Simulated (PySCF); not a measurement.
Be(OH)(SMe) (CH4BeOS), SMILES [S]([Be][OH])C. Coordinates come from a PBE0-D3(BJ)/def2-SVP optimisation. The values are those of a single conformer.

Task: Give the equilibrium geometry at PBE0-D3(BJ)/def2-SVP (PySCF confirms it by a frequency run) as Cartesian coordinates in Å. (Estimate from the structure and the level; the computed values follow.)

Result: Several could match; the one computed here: 
```xyz
8

Be    -0.5999     0.5659     0.7029
O     -1.5863     1.4970     1.0959
H     -2.5134     1.5226     1.3195
S      0.7498    -0.6693     0.1866
C      0.6245    -0.5625    -1.6387
H     -0.3544    -0.9058    -1.9997
H      1.3963    -1.2279    -2.0483
H      0.8181     0.4555    -2.0028
```
Charge 0, spin multiplicity 1.
